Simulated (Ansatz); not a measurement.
Steps of a relaxation of `[CH3][In]([F])[F]` with RKS PBE0-D4/def2-TZVP.

```sh
$ ansatz run in.yaml --threads 4 --pin off --events-out ev --progress --plain --max-ram 10444MiB
```

```yaml
crystal:
  periodic: [false, false, false]
  atoms:
    - {symbol: C, position_ang: [-0.426800, 1.003100, -0.344990]}
    - {symbol: In, position_ang: [0.403510, -0.942750, 0.332290]}
    - {symbol: F, position_ang: [1.985870, -1.177300, 1.485620]}
    - {symbol: F, position_ang: [-0.343210, -2.701680, -0.153740]}
    - {symbol: H, position_ang: [-1.382900, 0.778960, -0.799830]}
    - {symbol: H, position_ang: [-0.517410, 1.626740, 0.536090]}
    - {symbol: H, position_ang: [0.280940, 1.412920, -1.055440]}
basis:
  gaussian: {orbitals: def2-TZVP}
hamiltonian: {xc: pbe0, dispersion: d4}
relax: {f_tol: 0.005, max_steps: 150}
```

Positions (Å) and forces (eV/Å) along the path, 6 of 6 steps:

```xyz
7
step=1 energy=-11691.6340 eV
C    -0.427    1.003   -0.345    0.501   -1.203    0.432
In    0.404   -0.943    0.332   -0.130    0.370   -0.136
F     1.986   -1.177    1.486   -0.485    0.024   -0.347
F    -0.343   -2.702   -0.154    0.253    0.491    0.173
H    -1.383    0.779   -0.800   -0.147    0.073   -0.080
H    -0.517    1.627    0.536   -0.044    0.135    0.061
H     0.281    1.413   -1.055    0.053    0.111   -0.102
7
step=2 energy=-11691.7092 eV
C    -0.410    0.948   -0.327    0.000   -0.061    0.018
In    0.383   -0.887    0.310    0.103   -0.322    0.110
F     1.939   -1.143    1.450   -0.059   -0.032   -0.045
F    -0.333   -2.639   -0.149    0.061    0.024    0.040
H    -1.374    0.765   -0.792   -0.038    0.086   -0.036
H    -0.502    1.588    0.546   -0.039    0.144   -0.020
H     0.297    1.368   -1.037   -0.027    0.160   -0.067
7
step=3 energy=-11691.7191 eV
C    -0.406    0.952   -0.327    0.000   -0.010   -0.003
In    0.384   -0.903    0.315   -0.002    0.010   -0.017
F     1.936   -1.178    1.450    0.008   -0.012    0.009
F    -0.311   -2.663   -0.131    0.009    0.001    0.009
H    -1.372    0.779   -0.794   -0.033    0.008   -0.016
H    -0.511    1.612    0.532   -0.003    0.010    0.029
H     0.280    1.401   -1.044    0.020   -0.007   -0.011
7
step=4 energy=-11691.7192 eV
C    -0.410    0.952   -0.328    0.011    0.002    0.000
In    0.385   -0.903    0.313   -0.020    0.006   -0.005
F     1.935   -1.182    1.449   -0.001    0.002   -0.002
F    -0.305   -2.665   -0.126    0.004   -0.004    0.001
H    -1.378    0.789   -0.798    0.005   -0.013    0.004
H    -0.510    1.610    0.533    0.001    0.001    0.003
H     0.282    1.397   -1.043    0.000    0.006   -0.002
7
step=5 energy=-11691.7193 eV
C    -0.408    0.953   -0.328    0.001    0.004   -0.001
In    0.383   -0.902    0.312   -0.006   -0.003   -0.004
F     1.934   -1.181    1.448    0.001    0.001    0.001
F    -0.304   -2.666   -0.126    0.002    0.001    0.002
H    -1.376    0.787   -0.797    0.002    0.000    0.001
H    -0.510    1.611    0.534    0.000   -0.001    0.000
H     0.282    1.399   -1.044   -0.001   -0.001    0.001
7
step=6 energy=-11691.7193 eV
C    -0.408    0.953   -0.328    0.000    0.000    0.001
In    0.382   -0.903    0.311    0.000    0.000    0.000
F     1.933   -1.179    1.447    0.000    0.001    0.000
F    -0.303   -2.669   -0.125    0.000   -0.002    0.000
H    -1.376    0.789   -0.797    0.000    0.001    0.000
H    -0.509    1.610    0.534    0.000    0.000    0.001
H     0.283    1.399   -1.043    0.000    0.000   -0.001
```

It took 14 s on 4 threads of an Arm Neoverse V1 on a shared host, with 0.35 GiB of host memory at the peak.
